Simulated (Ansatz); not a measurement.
Basis-set series for `CO[Si](F)(F)F`. The species carries charge 0 and has multiplicity 1. Geometry: relaxed with PBE0-D4/def2-TZVP. It is one conformer, not always the lowest.

| functional | basis | functions | energy (Eh) | HOMO (eV) | LUMO (eV) |
| --- | --- | --- | --- | --- | --- |
| PBE0-D4 | def2-SVP | 103 | -703.43422 | -9.33 | 1.14 |
| PBE0-D4 | def2-TZVPP | 239 | -704.07583 | -9.42 | 0.77 |
| ωB97M-V | def2-SVP | 103 | -703.83124 | -11.73 | 2.91 |
| ωB97M-V | def2-TZVPP | 239 | -704.48322 | -11.85 | 2.42 |

(1) Give the rows for def2-QZVPP. (Estimate.)

Results:

(1) Computed: 
```
functional       basis  functions  energy (Eh)  HOMO (eV)  LUMO (eV)
   PBE0-D4  def2-QZVPP        445   -704.11036      -9.46       0.35
   ωB97M-V  def2-QZVPP        445   -704.51563     -11.89       1.63
```

Positive LUMOs are unbound and depend on the basis.
